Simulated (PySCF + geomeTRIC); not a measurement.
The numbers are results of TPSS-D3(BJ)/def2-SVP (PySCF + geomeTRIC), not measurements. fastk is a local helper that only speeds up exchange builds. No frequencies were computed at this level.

```python
import json, numpy as np
from pyscf import gto, dft
from fastk import lowrank_exchange
atoms = """
Ti     0.055489    -0.138844     0.047999
N      0.806201     0.777684    -1.401424
H      0.786853     0.410944    -2.355212
H      1.617731     1.390236    -1.315085
N      0.205047    -1.990670    -0.175751
H      1.011403    -2.425313    -0.629374
H     -0.594843    -2.614197    -0.287665
N      0.971280     0.351989     1.605626
H      1.404911    -0.323554     2.235881
H      0.715683     1.176577     2.153366
N     -1.757547     0.309274     0.167780
H     -2.281605     0.252641     1.043739
H     -2.206235     1.007969    -0.425214
"""
def scf(charge, spin, dm0=None):
    mol = gto.M(atom=atoms, basis='def2-svp', ecp={}, charge=charge, spin=spin, verbose=3, max_memory=10080)
    mf = dft.KS(mol, xc='tpss').density_fit(auxbasis="def2-universal-jkfit")
    mf.disp = 'd3bj'
    mf.grids.level = 3
    mf.conv_tol = 1e-8
    mf.max_cycle = 120
    mf.level_shift = 0.25
    mf.kernel(dm0)
    if not mf.converged:
        mf = mf.newton().run(mf.mo_coeff, mf.mo_occ).undo_soscf()
    return mf
mf = scf(0, 0)
from pyscf.geomopt.geometric_solver import kernel as optimize
path = []
done, mol = optimize(mf, maxsteps=120, assert_convergence=False, callback=lambda env: path.append((env["energy"], bool(env["g_scanner"].converged))))
res = dict(converged=bool(done and path[-1][1]), energy=path[-1][0], path=[e for e, c in path], xyz=mol.atom_coords(unit="Angstrom").tolist(), nao=mol.nao)
json.dump(res, open("result.json", "w"))
```

Output:

```
converged SCF energy = -1073.2184638336
Geometry optimization cycle 1
converged SCF energy = -1073.21846385695
cycle 1: E = -1073.21846386  dE = -1073.22  norm(grad) = 0.0275123
Geometry optimization cycle 2
converged SCF energy = -1073.22094590902
cycle 2: E = -1073.22094591  dE = -0.00248205  norm(grad) = 0.00982203
Geometry optimization cycle 3
converged SCF energy = -1073.22134864314
cycle 3: E = -1073.22134864  dE = -0.000402734  norm(grad) = 0.00698195
Geometry optimization cycle 4
converged SCF energy = -1073.22191882481
cycle 4: E = -1073.22191882  dE = -0.000570182  norm(grad) = 0.00543122
Geometry optimization cycle 5
converged SCF energy = -1073.22221890018
cycle 5: E = -1073.2222189  dE = -0.000300075  norm(grad) = 0.00437694
Geometry optimization cycle 6
converged SCF energy = -1073.2224218821
cycle 6: E = -1073.22242188  dE = -0.000202982  norm(grad) = 0.00223792
Geometry optimization cycle 7
converged SCF energy = -1073.2224751738
cycle 7: E = -1073.22247517  dE = -5.32917e-05  norm(grad) = 0.00106478
Geometry optimization cycle 8
converged SCF energy = -1073.22249310942
cycle 8: E = -1073.22249311  dE = -1.79356e-05  norm(grad) = 0.000635817
Geometry optimization cycle 9
converged SCF energy = -1073.22250490829
cycle 9: E = -1073.22250491  dE = -1.17989e-05  norm(grad) = 0.000532741
Geometry optimization cycle 10
converged SCF energy = -1073.22251001623
cycle 10: E = -1073.22251002  dE = -5.10794e-06  norm(grad) = 0.000407846
Geometry optimization cycle 11
converged SCF energy = -1073.22251163287
cycle 11: E = -1073.22251163  dE = -1.61664e-06  norm(grad) = 0.000207822
Geometry optimization cycle 12
converged SCF energy = -1073.22251202625
cycle 12: E = -1073.22251203  dE = -3.93376e-07  norm(grad) = 8.331e-05
Geometry optimization cycle 13
converged SCF energy = -1073.22251209999
cycle 13: E = -1073.2225121  dE = -7.37473e-08  norm(grad) = 8.36667e-05
<class 'geometric.internal.Distance'> : 12
<class 'geometric.internal.Angle'> : 14
<class 'geometric.internal.OutOfPlane'> : 4
<class 'geometric.internal.Dihedral'> : 24
<class 'geometric.internal.TranslationX'> : 1
<class 'geometric.internal.TranslationY'> : 1
<class 'geometric.internal.TranslationZ'> : 1
<class 'geometric.internal.RotationA'> : 1
<class 'geometric.internal.RotationB'> : 1
<class 'geometric.internal.RotationC'> : 1
Step    0 : Gradient = 7.631e-03/1.276e-02 (rms/max) Energy = -1073.2184638569
Step    1 : Displace = 5.192e-02/9.106e-02 (rms/max) Trust = 1.000e-01 (=) Grad = 2.724e-03/4.729e-03 (rms/max) E (change) = -1073.2209459090 (-2.482e-03) Quality = 0.817
Step    2 : Displace = 1.144e-02/1.958e-02 (rms/max) Trust = 1.414e-01 (+) Grad = 1.936e-03/3.176e-03 (rms/max) E (change) = -1073.2213486431 (-4.027e-04) Quality = 1.579
Step    3 : Displace = 2.771e-02/4.335e-02 (rms/max) Trust = 2.000e-01 (+) Grad = 1.506e-03/2.454e-03 (rms/max) E (change) = -1073.2219188248 (-5.702e-04) Quality = 1.321
Step    4 : Displace = 2.028e-02/3.173e-02 (rms/max) Trust = 2.828e-01 (+) Grad = 1.214e-03/1.813e-03 (rms/max) E (change) = -1073.2222189002 (-3.001e-04) Quality = 1.441
Step    5 : Displace = 1.792e-02/2.439e-02 (rms/max) Trust = 3.000e-01 (+) Grad = 6.207e-04/9.494e-04 (rms/max) E (change) = -1073.2224218821 (-2.030e-04) Quality = 1.278
Step    6 : Displace = 9.920e-03/1.255e-02 (rms/max) Trust = 3.000e-01 (=) Grad = 2.953e-04/4.887e-04 (rms/max) E (change) = -1073.2224751738 (-5.329e-05) Quality = 1.267
Step    7 : Displace = 7.596e-03/1.198e-02 (rms/max) Trust = 3.000e-01 (=) Grad = 1.763e-04/2.215e-04 (rms/max) E (change) = -1073.2224931094 (-1.794e-05) Quality = 1.391
Step    8 : Displace = 7.840e-03/1.344e-02 (rms/max) Trust = 3.000e-01 (=) Grad = 1.478e-04/2.063e-04 (rms/max) E (change) = -1073.2225049083 (-1.180e-05) Quality = 1.347
Step    9 : Displace = 4.647e-03/8.378e-03 (rms/max) Trust = 3.000e-01 (=) Grad = 1.131e-04/1.871e-04 (rms/max) E (change) = -1073.2225100162 (-5.108e-06) Quality = 1.331
Step   10 : Displace = 1.975e-03/3.612e-03 (rms/max) Trust = 3.000e-01 (=) Grad = 5.764e-05/1.123e-04 (rms/max) E (change) = -1073.2225116329 (-1.617e-06) Quality = 1.258
Step   11 : Displace = 1.056e-03/1.912e-03 (rms/max) Trust = 3.000e-01 (=) Grad = 2.311e-05/4.649e-05 (rms/max) E (change) = -1073.2225120262 (-3.934e-07) Quality = 0.990
Step   12 : Displace = 7.843e-04/1.459e-03 (rms/max) Trust = 3.000e-01 (=) Grad = 2.320e-05/4.398e-05 (rms/max) E (change) = -1073.2225121000 (-7.375e-08) Quality = 0.383
Converged! =D
```

Cost: about 11 core-minutes (a rough figure).
